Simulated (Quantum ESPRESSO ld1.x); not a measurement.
Species: Be2+. Configuration: [He]. Calculated with ld1.x of Quantum ESPRESSO 7.5: scalar-relativistic Kohn-Sham, revPBE, spin-unpolarised, spherical densities, point nucleus. Some entries of the table are withheld. Estimate them.

orbital,occ.,eigenvalue (hartree),<1/r> (bohr^-1)
1s,2,-4.86731,(1)
2s,0,-0.78023,(2)
2p,0,(3),(4)

Answer. 
(1) 1s <1/r> (bohr^-1): 3.687
(2) 2s <1/r> (bohr^-1): 0.7274
(3) 2p eigenvalue (hartree): -0.64686
(4) 2p <1/r> (bohr^-1): 0.6587
